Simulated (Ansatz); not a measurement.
Wavefunction ladder for H$_{8}$N$_{4}$Ti (`[NH2][Ti]([NH2])([NH2])[NH2]`)

```xyz
13

N    -0.443    1.530    1.021
Ti   -0.001   -0.001   -0.001
N    -0.458   -1.571    0.953
N    -0.958    0.076   -1.632
N     1.861   -0.033   -0.342
H    -0.573    2.445    0.613
H    -0.678    1.552    2.003
H     0.129   -1.968    1.673
H    -1.241   -2.182    0.769
H    -0.587   -0.084   -2.557
H    -1.919    0.384   -1.692
H     2.357   -0.873   -0.607
H     2.512    0.725   -0.202
```

Charge 0, multiplicity 1. Correlated methods include outer-core shells of Ti, which these sets cover unevenly. Scalar relativity is left out up to krypton. Geometry: relaxed with PBE0-D4/def2-TZVP. It is one conformer, not always the lowest. Frozen core, restricted reference, Ansatz.

```json
{"basis": "def2-SVP", "HF (Eh)": "-1070.66883", "MP2 corr.": "-1.00951", "CCSD corr.": "-1.04394", "(T)": "-0.04389", "CCSD(T) total": "-1071.75666"}
{"basis": "def2-TZVPP", "HF (Eh)": "-1071.07071", "MP2 corr.": "-1.31369", "CCSD corr.": "-1.33532", "(T)": "-0.06805", "CCSD(T) total": "-1072.47408"}
{"basis": "def2-QZVPP", "HF (Eh)": "-1071.09713", "MP2 corr.": "-1.41179", "CCSD corr.": "–", "(T)": "–", "CCSD(T) total": "–"}
```
